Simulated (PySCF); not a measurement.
A PySCF script (with the pyscf-properties extension) for the NMR shieldings of SMILES C(O[SiH2]C[SiH2]C=C)(C)=S, C$_{5}$H$_{12}$OSSi$_{2}$, on a GFN2-xTB geometry:

```python
import basis_set_exchange as bse
import numpy as np
from pyscf import gto, dft
from pyscf.prop import nmr

atoms = """
C    -4.016063    0.778596   -0.073254
C    -3.805184   -0.512821    0.130243
Si   -2.124249   -1.350081    0.291815
C    -0.720903   -0.086094    0.149897
Si    0.960863   -0.911119    0.328079
O     1.983822    0.388388    0.125109
C     3.292746    0.333251    0.155765
C     3.987390    1.637646   -0.054719
S     4.093975   -1.059850    0.404946
H    -5.006138    1.201554   -0.157976
H    -3.201405    1.478897   -0.165278
H    -4.669890   -1.160961    0.212491
H    -1.987556   -2.355661   -0.768612
H    -2.049657   -2.021696    1.594675
H    -0.841775    0.680810    0.913902
H    -0.785941    0.423206   -0.810703
H     1.194699   -1.466775    1.656662
H     1.244319   -1.881219   -0.724157
H     3.716059    2.043418   -1.029471
H     3.662623    2.352330    0.701556
H     5.063346    1.505122    0.000646
"""
names = dict.fromkeys(["C", "Si", "O", "S", "H"], "pcSseg-1")
basis = {el: gto.basis.parse(bse.get_basis(n, elements=[el], fmt="nwchem")) for el, n in names.items()}
mol = gto.M(atom=atoms, basis=basis, charge=0, verbose=0)
mf = dft.RKS(mol, xc="PBE0")
mf.grids.level = 2
mf.grids.alignment = dft.numint.BLKSIZE   # the property module wants whole blocks of grid points
mf.conv_tol = 1e-9
mf.kernel()

calc = nmr.RKS(mf)   # GIAO
C = mf.mo_coeff
Co = C[:, mf.mo_occ > 0]
resp = mf.gen_response(singlet=True, hermi=2)
def vind(x):   # induced exchange potential for any number of trial vectors
    d = np.einsum("pi,xij,qj->xpq", C, 2 * x.reshape(-1, C.shape[1], Co.shape[1]), Co, optimize=True)
    return np.einsum("xpq,pi,qj->xij", resp(d - d.transpose(0, 2, 1)), C, Co, optimize=True).ravel()
mo1, _ = nmr.rhf.solve_mo1(calc, with_cphf=vind)
sigma = calc.kernel(mo1)
for i, s in enumerate(sigma):   # ppm
    w = np.linalg.eigvalsh((s + s.T) / 2)
    print("%2d %-2s iso %8.1f  s11 %8.1f  s22 %8.1f  s33 %8.1f" % (i, mol.atom_pure_symbol(i), w.mean(), *w))
```

Q: Give the expected output.

A: 
```
 0 C  iso     44.8  s11    -81.3  s22     46.5  s33    169.2
 1 C  iso     46.3  s11    -69.8  s22     30.2  s33    178.5
 2 Si iso    404.8  s11    361.6  s22    405.4  s33    447.3
 3 C  iso    195.6  s11    192.9  s22    194.7  s33    199.3
 4 Si iso    370.3  s11    318.7  s22    387.8  s33    404.5
 5 O  iso     60.7  s11   -149.1  s22    106.6  s33    224.7
 6 C  iso    -46.6  s11   -229.7  s22     -2.3  s33     92.2
 7 C  iso    149.6  s11    122.7  s22    136.4  s33    189.6
 8 S  iso      9.1  s11   -421.1  s22    -68.1  s33    516.6
 9 H  iso     25.2  s11     22.6  s22     24.4  s33     28.6
10 H  iso     25.6  s11     22.4  s22     24.1  s33     30.2
11 H  iso     25.2  s11     23.9  s22     24.3  s33     27.3
12 H  iso     27.3  s11     23.4  s22     26.3  s33     32.2
13 H  iso     27.3  s11     23.4  s22     26.4  s33     32.2
14 H  iso     31.3  s11     25.8  s22     30.1  s33     38.2
15 H  iso     31.3  s11     25.7  s22     30.1  s33     38.2
16 H  iso     26.5  s11     22.0  s22     26.9  s33     30.6
17 H  iso     26.5  s11     22.0  s22     27.0  s33     30.5
18 H  iso     29.0  s11     25.4  s22     28.1  s33     33.5
19 H  iso     29.0  s11     25.3  s22     28.2  s33     33.6
20 H  iso     28.7  s11     24.1  s22     29.4  s33     32.6
```

These numbers come from an equivalent density-fitted implementation of the same equations, which agrees with the script to about 0.01 ppm for H and up to a few tenths of a ppm for heavy atoms, so last digits may differ.

Q: Turn these shieldings into chemical shifts. Chemical shifts δ = σref − σ; TMS for ¹³C (σ = 186.93 ppm) and ²⁹Si (σ = 349.16 ppm) and ¹H (σ = 31.72 ppm); ¹⁷O (σ = 336.08 ppm) vs H2O; ³³S (σ = 503.73 ppm) against CS2, all at this level.

A: Averaging equivalent atoms: C 6: 233.5; C 0: 142.1; C 1: 140.6; C 7: 37.4; C 3: -8.7; Si 4: -21.2; Si 2: -55.6; O 5: 275.4; S 8: 495; H 11: 6.55; H 9: 6.52; H 10: 6.16; H 16/17: 5.21; H 12/13: 4.39; H 18/19/20: 2.81; H 14/15: 0.38 ppm. Unscaled 17O shifts of doubly bonded oxygen tend to come out too high, by tens of ppm or more. Experimental scales use liquid or dissolved standards, which lie at an offset from isolated H2O (liquid H2O: subtract about 36 ppm).

Size and cost of the density-fitted run: 234 basis functions, 98 s wall time on 1 thread of an Arm Neoverse N1, shared host; peak memory 1.1 GiB.
